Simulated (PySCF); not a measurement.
## Two-component Hartree-Fock for Ar (argon, neutral)

Start: [Ar]. Calculated with PySCF 2.14 in x2c-TZVPPall-2c: generalised Hartree-Fock with the X2C-1e Hamiltonian and a Gaussian nucleus; one run each with spin-orbit coupling (SO) switched off, then screened by Boettger's factors.

```
spinor shell  electrons  ε, spin-free (eV)  ε, screened SO (eV)  weight of nominal j (screened SO)  rms radius, screened SO (bohr)
       1s1/2          2            -3240.4              -3240.4                              1.000                          0.0991
       2s1/2          2            -337.59              -337.59                              1.000                           0.446
       2p1/2          2            -260.46              -262.03                              1.000                           0.415
       2p3/2          4            -260.46              -259.68                              1.000                           0.418
       3s1/2          2            -34.955              -34.955                              1.000                            1.53
       3p1/2          2            -16.017              -16.157                              1.000                            1.81
       3p3/2          4            -16.017              -15.948                              1.000                            1.82
```

| quantity | spin-free | screened SO |
| --- | --- | --- |
| E (hartree) | -528.61427 | -528.61582 |
| M_J | 0 | 0 |
| ⟨J²⟩ | 0.000 | 0.000 |
| ⟨L²⟩ | 0.000 | 0.000 |
| ⟨S²⟩ | 0.000 | 0.000 |

Without spin-orbit coupling the j labels of p, d and f shells carry no meaning; the spin-free column gives the mean over the occupied spinors of each nl shell.
